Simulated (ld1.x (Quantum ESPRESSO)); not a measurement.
Before and after: TM potential for selenium

| Item | Value |
| --- | --- |
| Element | Se (Z = 34) |
| Generator | ld1.x (Quantum ESPRESSO) 7.5 |
| Type | norm-conserving Troullier–Martins (Kleinman–Bylander form) |
| Functional | PBE |
| Relativity | scalar-relativistic |
| Frozen core | [Ar] |
| Valence charge | 16 |
| Reference configuration | 3d10 4s2 4p4 |
| Partial waves | 4p (bound): rc 1.55 bohr; 3d (bound): rc 0.80 bohr; 4s (bound): rc 1.10 bohr |
| Local potential | the s channel |
| Core correction | none |

Change: wave 4s (bound): rc 1.10 bohr becomes 4s (bound): rc 0.90 bohr.

Cutoffs: the cutoffs (Ry, on a coarse ladder) from which the occupation-weighted sum of valence levels, in a spherical-Bessel basis at the reference potential, stays within 10 and 1 mRy of its value at 400 Ry; they do not see the model core or the augmentation charge, which bear on the density cutoff. Errors are all-electron minus pseudo energies relative to the spin-unpolarised reference configuration.

**Question.** What does the change do?

**Answer.** The bound ghosts move from p to p, s; the miss of the reference levels goes from 0.00 to 0.96 eV; the number of tests that count goes from 7 to 6; of the 6 tests that both files solve, the error grows in 5 and shrinks in 1 by more than 15 % and 0.3 meV (median size 20.7 → 159.4 meV); the range in which the s phases agree narrows (upper end 1.6 → -1.1).

```tsv
quantity	base	changed
cutoffs, loose and tight	over 300 Ry, over 300 Ry	not determined
bound ghosts	p	p, s (extra level of the local part)
largest miss of a reference level, eV	0.00	0.96
tests counted (converged, no solver errors)	7 of 7	6 of 7
error for 3d10 4s2 4p3, meV [ΔE 10.84 eV]	-6.4	+76
error for 3d10 4s2 4p2, meV [ΔE 31.19 eV]	-22	+242
error for 3d10 4s2 4p1, meV [ΔE 62.06 eV]	-20	+530
error for 3d10 4s0 4p6, meV [ΔE 21.96 eV]	-37	+20
error for 3d10 4s2 4p3.5, meV [ΔE 4.31 eV]	-1.8	+28
error for 3d10 4s2 4p0, meV [ΔE 104.25 eV]	+77	+1007
s: phases at 1.70 bohr within 0.05 rad from the reference energy up to (Ry; the scan ends near 5)	1.6	-1.1
p: phases at 1.70 bohr within 0.05 rad from the reference energy up to (Ry; the scan ends near 5)	4.4	to the end of the scan
d: phases at 1.70 bohr within 0.05 rad from the reference energy up to (Ry; the scan ends near 5)	-0.2	n/a
```

Changed file: Tests not counted: 3d9 4s2 4p4 (solver errors, printed error -2759 eV). A true bound ghost makes a file unfit for plane-wave use even where its test errors are small: the radial tests pick states by their node count and pass the ghost by. Where a test does run into it, the solver fails or the error is huge.
